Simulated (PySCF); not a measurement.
Computed IR spectrum (relative IR intensity) of a molecule CH12N2Si3. Coordinates come from a r2SCAN-D4/def2-SVP optimisation. One conformer was computed; it need not be the lowest. All values below come from r2SCAN-D4/def2-SVP (PySCF 2.14.0). Frequencies are harmonic and unscaled.

ν (cm⁻¹): 268 (w), 307 (vw), 335 (vw), 421 (m), 620 (vw), 712 (vw), 718 (w), 768 (w), 806 (m), 877 (vs), 902 (vs), 931 (m), 934 (m), 939 (m), 961 (w), 965 (w), 998 (m), 1003 (m), 1161 (m), 1185 (m), 1258 (w), 1426 (vw), 2187 (m), 2190 (m), 2195 (s), 2215 (vw), 2218 (m), 2220 (m), 2230 (m), 3576 (w), 3602 (w) (against the strongest line: vs over 80 %, s over 45 %, m over 15 %, w over 4 %, vw less)

Problem. Which molecule gave these data?
(A) N[SiH2]N([SiH3])C[SiH3]
(B) N[SiH](N)[SiH2]C[SiH3]
(C) N[SiH](N)C[SiH2][SiH3]
(D) C[SiH](N[SiH3])N[SiH3]

Solution. D, C[SiH](N[SiH3])N[SiH3]
